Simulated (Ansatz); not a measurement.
| atom | x (Å) | y (Å) | z (Å) |
| --- | --- | --- | --- |
| Si | 0.0075 | -0.0049 | -0.1386 |
| H | -0.0057 | 1.1043 | 0.9403 |
| H | -0.0040 | -1.0887 | 0.9444 |

Basis set: cc-pVDZ (spherical functions). Left uncorrelated: 5 orbitals. Charge 0, multiplicity 1.

Computed with Ansatz (development build ahead of 0.2.0); each method stands on the lowest determinant of its kind that the runs found. Restricted open shells among the atoms or ions are ROHF, correlated in semicanonical orbitals with singles.

Q: Give the atomization energy at this shape (free ground-state atoms in the same class of orbitals less the molecule, no zero-point energy) of singlet SiH₂ by RHF-MP2, RHF.

A:

| method | atomization energy |
| --- | --- |
| RHF-MP2 | 5.80 eV |
| RHF | 4.71 eV |
